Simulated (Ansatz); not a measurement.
Basis-set series for `BOC([SiH3])[SiH3]`. Total charge 0; spin multiplicity 1. All single points use the PBE0-D4/def2-TZVP geometry. It is one conformer, not always the lowest.

```csv
functional,basis,functions,energy (Eh),HOMO (eV),LUMO (eV)
PBE0-D4,def2-SVP,123,-721.88006,-8.22,-0.38
PBE0-D4,def2-TZVPP,303,-722.24370,-8.19,-0.59
ωB97M-V,def2-SVP,123,-722.16366,-10.41,1.70
ωB97M-V,def2-TZVPP,303,-722.53676,-10.40,1.25
```

Task: Give the rows for def2-QZVPP. (An estimate is asked.)

Result: Computed: 
```tsv
functional	basis	functions	energy (Eh)	HOMO (eV)	LUMO (eV)
PBE0-D4	def2-QZVPP	581	-722.27184	-8.19	-0.65
ωB97M-V	def2-QZVPP	581	-722.56289	-10.40	1.04
```

Positive LUMOs are unbound and depend on the basis.
